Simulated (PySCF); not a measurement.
**Bond curve of SrS⁻**

Set-up: basis Sr def2-SVPD with ECP28, S def2-SVPD; scalar-relativistic core potentials; PySCF 2.14. Energies in eV from Sr + S⁻ in their ground configurations at the same level. State: ²Σ⁺ (doublet), unpaired electrons σ ↑.

All columns are CAM-B3LYP. A positive dipole points towards S; it is taken about the centre of mass and depends on that origin.

```
R (Å)  E (eV)  μ (D)  Mulliken charge on Sr (basis-dependent)  HOMO (eV)  LUMO (eV)  Mayer bond order  ⟨S²⟩
2.211  -1.245  -3.52                                    -0.46      -0.37       2.19              0.45  0.75
2.314  -1.818  -4.38                                    -0.30      -0.51       2.12              0.64  0.75
2.417  -2.138  -5.23                                    -0.17      -0.64       2.05              0.78  0.75
2.494  -2.254  -5.85                                    -0.09      -0.74       2.00              0.87  0.75
2.571  -2.290  -6.45                                    -0.03      -0.83       1.94              0.93  0.75
2.648  -2.266  -7.01                                     0.03      -0.92       1.89              0.98  0.75
2.751  -2.163  -7.67                                     0.09      -1.02       1.83              1.02  0.76
2.880  -1.965  -8.29                                     0.13      -1.14       1.77              1.03  0.76
3.034  -1.681  -8.46                                     0.14      -1.26       1.74              0.96  0.77
3.240  -1.327  -7.41                                     0.07      -1.29       1.81              0.66  0.78
```

A fit through these points gives, at Re = 2.575 Å, μ = -6.47 D and dμ/dR = -7.49 D/Å; the reduced mass is 23.44 u.

Problem. How strong is the fundamental in the double-harmonic approximation, I = 42.26·(dμ/dR)²/μred km/mol?

Solution. I = 42.26·(-7.49)²/23.44 = 101 km/mol at CAM-B3LYP.

Spin–orbit coupling is left out. For an ion De counts to the pair picked by the measured ionisation energies or electron affinities, which need not be the lowest pair at this level. The state was picked by a PBE0 search and need not be the measured ground state.
